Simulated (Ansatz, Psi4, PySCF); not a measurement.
B2F3 (SMILES F[B]B(F)F), doublet, at a GFN2-xTB geometry. Base run: B3LYP/cc-pVDZ run with PySCF.

Here is a job for PySCF.
```python
from pyscf import gto, scf, dft

mol = gto.M(
    atom='''
F     2.288008   -0.251312   -0.037840
B     1.014821   -0.125523    0.086145
B    -0.536573    0.058266    0.013782
F    -1.153281    1.246682    0.141706
F    -1.400421   -0.958005   -0.159381
''',
    basis='cc-pvdz',
    charge=0,
    spin=1,
    verbose=4,
)

mf = dft.UKS(mol)
mf.xc = 'b3lyp'
mf.kernel()
```

The same geometry, method and basis name were run in Ansatz (a quantum-chemistry and plane-wave program) and Psi4 and PySCF, at each program's defaults and at the settings that a row names. The base is PySCF at its defaults. Differences at the defaults can come from grids, fitting, cores and function types together.

| code and settings | ΔE vs base (mEh) | basis functions | E (Eh) | SCF cycles | dipole (D) |
|---|---|---|---|---|---|
| PySCF, defaults (exact integrals, its default grid, spherical functions) | 0.000 | 70 | -349.32564 | 10 | 2.15 |
| Psi4, defaults (density fitting with its default set, its default grid, spherical functions) | -0.062 | 70 | -349.32570 | 9 | 2.15 |
| Ansatz, defaults (factorised integrals, its default grid, spherical functions) | 0.002 | 70 | -349.32564 | - | - |
| PySCF, density fitting with def2-universal-jkfit | -0.040 | 70 | -349.32568 | 10 | 2.15 |
| PySCF, fine grid | 0.004 | 70 | -349.32563 | 10 | 2.15 |
| Psi4, exact integrals, spherical functions, fine grid | 0.004 | 70 | -349.32563 | 12 | 2.15 |
| Ansatz, high accuracy | 0.004 | 70 | -349.32563 | - | - |

Open shells are given as the SCF converged; they aren't shown to be the lowest states, and a large step between rows can be another state.
